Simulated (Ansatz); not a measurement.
**Relaxing a trial structure of BGaH5N**

The starting geometry of this gas-phase singlet was built from a drawn formula by distance geometry and a force field; its bonds are those of `[BH]1[NH2+][GaH2-]1`.

```yaml
atoms:
  - { symbol: B, position_ang: [-0.7823, -2.6846, 1.4952] }
  - { symbol: Ga, position_ang: [-0.9496, -1.1681, 0.0175] }
  - { symbol: N, position_ang: [-0.8781, -1.1876, 1.8516] }
  - { symbol: H, position_ang: [-0.7120, -3.8057, 1.8566] }
  - { symbol: H, position_ang: [-0.0015, -0.8509, 2.2965] }
  - { symbol: H, position_ang: [-1.8079, -0.9873, 2.3426] }
  - { symbol: H, position_ang: [0.4461, -1.1687, -0.7708] }
  - { symbol: H, position_ang: [-2.4315, -1.3243, -0.6552] }
```

Q: Where would you expect an optimisation with r2SCAN-D4/def2-SVP to take it?

A: A bond breaks, leaving `N[BH][GaH2]`. Contacts that open: Ga2–N3 (1.84 → 3.12 Å).

The energy falls by 3.23 eV over 25 steps:

```tsv
step	E − E(last) (eV)
1	3.225
4	1.438
6	1.346
9	0.875
12	0.205
14	0.043
17	0.017
20	0.005
22	0.001
25	0.000
```

Final geometry (Å):

| atom | x (Å) | y (Å) | z (Å) |
| --- | --- | --- | --- |
| B | -0.7698 | -2.1584 | 1.4413 |
| Ga | -1.0180 | -1.5675 | -0.5360 |
| N | -0.8368 | -1.3384 | 2.5666 |
| H | -0.5411 | -3.3353 | 1.6566 |
| H | -0.7040 | -1.6894 | 3.5101 |
| H | -1.0213 | -0.3421 | 2.5459 |
| H | 0.1829 | -1.1505 | -1.4701 |
| H | -2.4085 | -1.5956 | -1.2803 |

No frequencies were run, so the end isn't proven a minimum. Run with Ansatz 0.2.0, 82 s on 1 thread of Arm Neoverse V1 (shared host).
